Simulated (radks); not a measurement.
Species: neutral cadmium. Configuration: [Kr] 4d10 5s1 6s1 (not the ground configuration). All-electron calculation, scalar-relativistic Kohn-Sham, PBE, spin-polarised, spherical densities, finite nucleus; open shells are filled with parallel spins first (spin-orbit coupling, left out, can overturn this in heavy ions); Fermi nuclear charge, rms radius 4.6087 fm. Program: a radial shooting solver on a logarithmic mesh with Libxc functionals.

Unscreened Slater integrals over Kohn-Sham orbitals (hartree). They are taken over the spin-up orbitals.

integral,value
"F0(6s,6s)",0.11332
"F0(6s,5s)",0.14228
"G0(6s,5s)",0.0062552
"F0(6s,4d)",0.14831
"G2(6s,4d)",0.0044853
"F0(6s,4p)",0.14954
"G1(6s,4p)",0.0021342
"F0(5s,5s)",0.33878
"F0(5s,4d)",0.41614
"G2(5s,4d)",0.066262
"F0(5s,4p)",0.43013
"G1(5s,4p)",0.024918
"F0(4d,4d)",0.71206
"F2(4d,4d)",0.35029
"F4(4d,4d)",0.22777
"F0(4d,4p)",0.80389
"F2(4d,4p)",0.39293
"G1(4d,4p)",0.49417
"G3(4d,4p)",0.30133
"F0(4p,4p)",0.93675
"F2(4p,4p)",0.49033
